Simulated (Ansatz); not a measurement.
thiourea (CH₄N₂S), singlet, geometry from GFN2-xTB; Ansatz (a program for electronic structure) with MP2/def2-SV(P).

Input for Ansatz:
Ansatz 0.2 input:
```yaml
crystal:
  periodic: [false, false, false]
  atoms:
    - {symbol: N, position_ang: [0.84063889, -1.21868002, -0.43521389]}
    - {symbol: C, position_ang: [-0.07340802, -0.30783895, -0.02671367]}
    - {symbol: N, position_ang: [-1.31379611, -0.76552040, 0.26302879]}
    - {symbol: S, position_ang: [0.30715846, 1.28807913, 0.11177703]}
    - {symbol: H, position_ang: [0.67514581, -2.20504393, -0.31991705]}
    - {symbol: H, position_ang: [1.79486212, -0.90665769, -0.49376199]}
    - {symbol: H, position_ang: [-1.60346404, -1.68788922, -0.01790421]}
    - {symbol: H, position_ang: [-2.02853056, -0.07323863, 0.40872847]}
basis:
  gaussian:
    orbitals: def2-SV_P_.json
correlation: {method: mp2}
magnetization: {spin_polarized: true}
```
The basis file holds def2-SV(P) in the JSON format of the Basis Set Exchange.

Q: What does Ansatz print? Leave out banner, timings and long lists.

A: 
```
Functional definition: HF
718 factors; integrals over basis functions are off by at most 1.3e-3 eV
mean field evaluation 1: about -14865.0863 eV, gradient 2.2e1 eV
mean field evaluation 2: about -14865.0898 eV, gradient 2.2e1 eV
mean field evaluation 4: about -14867.6503 eV, gradient 2.4e0 eV
mean field evaluation 8: about -14867.6863 eV, gradient 3.0e-4 eV
mean field -14867.68629047 eV, -546.3773934951 hartree, gradient 1.4e-6 eV, S^2 0.000000; 0 other end points of the search recorded, 0 dependent functions left out
8 core orbitals not correlated
reference -14867.68629047 eV, -546.3773934951 hartree; 12, 12 occupied and 48, 48 virtual orbitals, 718 factors
second order -15.39743734 eV of doubles, -0.00000000 eV of singles
Total energy: -14883.08372781 eV, -546.9432388805 hartree
```
